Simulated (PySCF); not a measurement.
C4H4OSe. Atoms are numbered in the order given.

```xyz
10

O     -1.9410     0.7950    -1.6936
C     -1.8158     0.3429    -0.5863
C     -0.6743     0.6837     0.3372
C      0.4466     1.5078    -0.2430
C      1.4754     0.6524    -0.2272
Se     0.5773    -0.8638     0.5249
H     -2.5594    -0.3804    -0.1637
H     -1.0431     0.9964     1.3277
H      0.3918     2.5370    -0.6069
H      2.5183     0.7359    -0.5393
```
Charge 0, spin multiplicity 1.

Geometry: ωB97X-D3(BJ)/def2-SVP. The structure was generated by enumeration; whether it is a known compound was not checked. Other conformers were not sampled.

Calculation: PBE/pcSseg-1 (PySCF).

GIAO shieldings, no solvent; atoms alike by connectivity are averaged. δ = σ(ref) − σ: ¹⁷O against H2O (σ = 334.3 ppm); ¹³C against TMS (σ = 182.0 ppm); ⁷⁷Se against Me2Se (σ = 1634.8 ppm); ¹H against TMS (σ = 31.49 ppm), references at their B3LYP-D3(BJ)/def2-TZVP geometries, non-relativistic.

```
atoms  nucleus  count     δ (ppm)
-----  -------  -----  ----------
O1         ¹⁷O      1  (withheld)
C2         ¹³C      1       194.8
C5         ¹³C      1  (withheld)
C4         ¹³C      1  (withheld)
C3         ¹³C      1        57.3
Se6       ⁷⁷Se      1       593.1
H7          ¹H      1  (withheld)
H10         ¹H      1  (withheld)
H9          ¹H      1        6.15
H8          ¹H      1        4.58
```

Problem. Fill in the missing entries. (The exact figures need the calculation; the answer reports its results.)

Solution. 
- C4, δ (ppm): 137.0
- O1, δ (ppm): 664.4
- H7, δ (ppm): 10.22
- H10, δ (ppm): 7.18
- C5, δ (ppm): 147.0
